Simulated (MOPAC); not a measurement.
MOPAC input (MNDO):

```
MNDO 1SCF UHF MS=0.5 GEO-OK AUX(PRECISION=9) THREADS=1
C4H5OSi

Si   -2.08559800 1   -0.32704200 1    0.17938700 1
C    -0.27258600 1   -0.05442500 1    0.01055800 1
C     0.77062900 1   -1.04095600 1   -0.16546000 1
C     1.94629200 1   -0.37535300 1   -0.17263600 1
O     1.73467600 1    0.96366800 1   -0.00743400 1
C     0.39333600 1    1.13632700 1    0.10450300 1
H    -2.83009700 1    0.93049000 1   -0.08303400 1
H    -2.54741800 1   -1.42303100 1   -0.70930800 1
H     0.63922600 1   -2.10405900 1   -0.27797200 1
H     2.97217700 1   -0.67869300 1   -0.28232400 1
H     0.06104800 1    2.15097900 1    0.23889000 1
```

From the output:

```
                                                       MOPAC v23.2.5 Linux

          FINAL HEAT OF FORMATION =         20.61656 KCAL/MOL =      86.25969 KJ/MOL

          COSMO AREA              =        137.67 SQUARE ANGSTROMS
          COSMO VOLUME            =        131.88 CUBIC ANGSTROMS

          IONIZATION POTENTIAL    =          7.591014 EV
          ALPHA SOMO LUMO (EV)    =         -7.591  0.807
          BETA  SOMO LUMO (EV)    =         -9.301  0.230
          NO. OF ALPHA ELECTRONS  =         16
          NO. OF BETA  ELECTRONS  =         15
          MOLECULAR WEIGHT        =         97.1684         POINT GROUP:  C1

          MOLECULAR DIMENSIONS (Angstroms)

            Atom       Atom       Distance
            H    10    H     7     6.02458
            H    11    H     8     4.25997
            O     5   Si     1     0.60544

          SCF CALCULATIONS        =          1

   ATOM   CHEMICAL          X               Y               Z
  NUMBER   SYMBOL      (ANGSTROMS)     (ANGSTROMS)     (ANGSTROMS)

     1      Si         -2.08559800  *  -0.32704200  *   0.17938700  *
     2       C         -0.27258600  *  -0.05442500  *   0.01055800  *
     3       C          0.77062900  *  -1.04095600  *  -0.16546000  *
     4       C          1.94629200  *  -0.37535300  *  -0.17263600  *
     5       O          1.73467600  *   0.96366800  *  -0.00743400  *
     6       C          0.39333600  *   1.13632700  *   0.10450300  *
     7       H         -2.83009700  *   0.93049000  *  -0.08303400  *
     8       H         -2.54741800  *  -1.42303100  *  -0.70930800  *
     9       H          0.63922600  *  -2.10405900  *  -0.27797200  *
    10       H          2.97217700  *  -0.67869300  *  -0.28232400  *
    11       H          0.06104800  *   2.15097900  *   0.23889000  *

                             CARTESIAN COORDINATES

   1   Si       -2.085598000    -0.327042000     0.179387000
   2    C       -0.272586000    -0.054425000     0.010558000
   3    C        0.770629000    -1.040956000    -0.165460000
   4    C        1.946292000    -0.375353000    -0.172636000
   5    O        1.734676000     0.963668000    -0.007434000
   6    C        0.393336000     1.136327000     0.104503000
   7    H       -2.830097000     0.930490000    -0.083034000
   8    H       -2.547418000    -1.423031000    -0.709308000
   9    H        0.639226000    -2.104059000    -0.277972000
  10    H        2.972177000    -0.678693000    -0.282324000
  11    H        0.061048000     2.150979000     0.238890000

           Empirical Formula: C4 H5 O Si  =    11 atoms

      MOLECULAR POINT GROUP   :   C1

          ALPHA EIGENVALUES
 -47.01302 -35.25954 -30.94269 -22.30723 -21.95639 -18.90601 -16.70406 -15.55297
 -15.38445 -13.97990 -13.50784 -11.82027 -11.43861 -10.44231  -9.37722  -7.59101
   0.80691   1.59586   1.99891   2.32286   3.10928   3.75399   4.08890   4.55000
   5.23991   5.37367   5.88378   6.29644   6.51066

           BETA EIGENVALUES
 -46.98444 -35.23002 -30.89582 -22.19011 -21.89398 -18.64266 -16.36125 -15.49787
 -15.36806 -13.94262 -13.50352 -11.83515 -11.27615 -10.46071  -9.30106   0.23018
   1.00308   1.68038   2.51458   2.67444   3.15973   3.76463   4.07348   4.66625
   5.25273   5.41143   5.89009   6.29355   6.51523

              NET ATOMIC CHARGES AND DIPOLE CONTRIBUTIONS

  ATOM NO.   TYPE          CHARGE      No. of ELECS.   s-Pop       p-Pop
    1         Si           0.968660        3.0313     1.17271     1.85863
    2          C          -0.454238        4.4542     1.27991     3.17433
    3          C          -0.105938        4.1059     1.20530     2.90064
    4          C          -0.011107        4.0111     1.22479     2.78632
    5          O          -0.137935        6.1379     1.81378     4.32416
    6          C           0.027772        3.9722     1.22785     2.74438
    7          H          -0.299106        1.2991     1.29911
    8          H          -0.292568        1.2926     1.29257
    9          H           0.082746        0.9173     0.91725
   10          H           0.112461        0.8875     0.88754
   11          H           0.109254        0.8907     0.89075
 DIPOLE           X         Y         Z       TOTAL
 POINT-CHG.    -1.164    -0.751     1.902     2.353
 HYBRID         0.881     0.266    -1.216     1.525
 SUM           -0.283    -0.485     0.687     0.887

          ATOMIC ORBITAL ELECTRON POPULATIONS

     Atom    s        px        py        pz
    1 Si   1.17271   0.54465   0.55979   0.75418
    2  C   1.27991   1.13925   0.92914   1.10594
    3  C   1.20530   0.90363   0.93858   1.05843
    4  C   1.22479   0.94558   0.78238   1.05836
    5  O   1.81378   1.29279   1.30306   1.72831
    6  C   1.22785   0.77959   0.94097   1.02382
    7  H   1.29911
    8  H   1.29257
    9  H   0.91725
   10  H   0.88754
   11  H   0.89075

                    (SZ)    =    0.500000
                    (S**2)  =    0.854293

          ATOMIC ORBITAL SPIN POPULATIONS

    Atom   Total    s     px     py     pz
         Atomic
    1 Si  0.9564  0.175  0.048  0.067  0.667
    2  C -0.2696 -0.013 -0.023 -0.024 -0.209
    3  C  0.2236  0.013  0.020  0.015  0.176
    4  C -0.2304 -0.013 -0.013 -0.010 -0.194
    5  O  0.0051  0.000 -0.009  0.007  0.006
    6  C  0.2915  0.016  0.011  0.018  0.246
    7  H  0.0194  0.019
    8  H  0.0174  0.017
    9  H -0.0105 -0.011
   10  H  0.0109  0.011
   11  H -0.0138 -0.014

 **********************
 *                    *
 * JOB ENDED NORMALLY *
 *                    *
 **********************

 == MOPAC DONE ==
```

The geometry given is a B3LYP-D3(BJ)/def2-TZVP minimum.

The determinant is spin-contaminated: <S^2> is 0.85 against 0.75 for a pure state.
